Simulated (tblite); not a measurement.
Species: C9H17N.
SMILES with atom numbers: `[CH3:1][NH:2][C@:3]12[CH2:4][CH2:5][CH2:6][C@H:7]1[CH2:8][CH2:9][CH2:10]2` (hydrogens: H11, H12, H13 on C1; H14 on N2; H15, H16 on C4; H17, H18 on C5; H19, H20 on C6; H21 on C7; H22, H23 on C8; H24, H25 on C9; H26, H27 on C10)

Cartesian coordinates in Å at the GFN2-xTB level; atoms count from 1:
```
atom  x, y, z in Å
C1     2.842   -0.293   -0.349
N2     1.714   -0.029    0.522
C3     0.394   -0.047   -0.095
C4     0.206    1.213   -0.961
C5    -0.441    2.225   -0.023
C6    -1.450    1.374    0.737
C7    -0.699    0.066    1.010
C8    -1.570   -1.187    0.879
C9    -1.419   -1.592   -0.585
C10    0.062   -1.353   -0.855
H11    2.866    0.439   -1.154
H12    3.755   -0.184    0.236
H13    2.837   -1.295   -0.802
H14    1.729   -0.701    1.284
H15    1.147    1.575   -1.367
H16   -0.466    0.993   -1.791
H17   -0.900    3.058   -0.555
H18    0.309    2.615    0.665
H19   -2.318    1.182    0.103
H20   -1.797    1.848    1.654
H21   -0.227    0.121    1.993
H22   -2.605   -0.996    1.159
H23   -1.186   -1.983    1.520
H24   -1.717   -2.624   -0.770
H25   -2.026   -0.943   -1.218
H26    0.643   -2.176   -0.432
H27    0.295   -1.282   -1.917
```

Computed values, GFN2-xTB/tblite, gas phase, harmonic and unscaled. Errors from tens to a few hundred cm⁻¹ against measured bands are possible. One conformer, not necessarily the lowest.

Harmonic wavenumbers (cm⁻¹): 81.8, 100.3, 175.1, 197.4, 218.3, 253.3, 325.1, 362.1, 387.4, 450.9, 533.9, 561.1, 581.6, 615.8, 763.6, 803.0, 852.7, 861.6, 879.3, 900.7, 957.1, 981.9, 990.2, 1000.7, 1012.9, 1034.8, 1075.5, 1085.7, 1091.2, 1100.4, 1110.2, 1119.2, 1147.9, 1152.4, 1169.9, 1183.6, 1197.8, 1219.0, 1229.7, 1249.4, 1267.6, 1292.4, 1305.9, 1309.8, 1319.3, 1324.5, 1330.2, 1333.5, 1410.9, 1423.8, 1471.0, 1482.1, 1487.0, 1488.9, 1495.4, 1499.9, 1501.3, 1507.8, 2864.3, 2957.4, 2959.8, 2971.3, 2976.0, 2981.8, 2988.4, 2997.0, 2997.7, 3000.4, 3002.7, 3006.1, 3006.6, 3008.0, 3019.8, 3031.4, 3351.0.

A = 1727, B = 1365, C = 985.1 MHz; mass 139.136 u (most abundant isotopes); point group C1, symmetry number 1.

Question: Zero-point energy?

Answer: ½Σν̃ = 54193 cm⁻¹ = 154.94 kcal/mol.

Question: Entropy at 298.15 K, 1 bar (ideal gas, RRHO, classical rotation)?

Answer: Translation 40.73, rotation 29.32, vibration 24.42: S = 94.5 cal/(mol K).

Question: And Cp and H(298.15 K) − H(0)?

Answer: Cp = 40.68 cal/(mol K), of which vibrations give 32.74 (their classical limit is 75 R = 149.0); H(298.15 K) − H(0) = 6.62 kcal/mol without the zero-point energy, 4.25 from vibrations.

Question: How do the functions run with temperature in this model?

Answer: 
```json
{"T (K)": "100", "S (cal/(mol K))": "66.5", "Cp (cal/(mol K))": "16.5", "H − H(0) (kcal/mol)": "1.14", "G − H(0) (kcal/mol)": "-5.51", "ln q(vib)": "0.87"}
{"T (K)": "200", "S (cal/(mol K))": "81.2", "Cp (cal/(mol K))": "27.2", "H − H(0) (kcal/mol)": "3.31", "G − H(0) (kcal/mol)": "-12.92", "ln q(vib)": "2.87"}
{"T (K)": "300", "S (cal/(mol K))": "94.7", "Cp (cal/(mol K))": "41.0", "H − H(0) (kcal/mol)": "6.70", "G − H(0) (kcal/mol)": "-21.72", "ln q(vib)": "5.16"}
{"T (K)": "500", "S (cal/(mol K))": "122.7", "Cp (cal/(mol K))": "70.0", "H − H(0) (kcal/mol)": "17.89", "G − H(0) (kcal/mol)": "-43.45", "ln q(vib)": "10.41"}
{"T (K)": "800", "S (cal/(mol K))": "162.6", "Cp (cal/(mol K))": "99.5", "H − H(0) (kcal/mol)": "43.72", "G − H(0) (kcal/mol)": "-86.36", "ln q(vib)": "19.12"}
{"T (K)": "1000", "S (cal/(mol K))": "186.2", "Cp (cal/(mol K))": "112.3", "H − H(0) (kcal/mol)": "64.96", "G − H(0) (kcal/mol)": "-121.28", "ln q(vib)": "24.94"}
```

q(vib) and H(0) count from the zero-point level.

Question: Which modes carry the vibrational entropy at 298.15 K?

Answer: 81.8 cm⁻¹: 3.85; 100.3 cm⁻¹: 3.45; 175.1 cm⁻¹: 2.38; 197.4 cm⁻¹: 2.16; 218.3 cm⁻¹: 1.97; 253.3 cm⁻¹: 1.71 cal/(mol K); the other 69 give 8.91 together.

Hindered rotation and anharmonicity are outside this model. Other conformers, if any are populated, would add a mixing term that is left out. The structure is chiral; the term R ln 2 for an equal mix with its mirror image is left out.

Hardware: AMD EPYC, one thread, shared host with 64 logical CPUs at a one-minute load of 52. Cost: 4.3 s of wall time. The figure is for the frequency step alone.
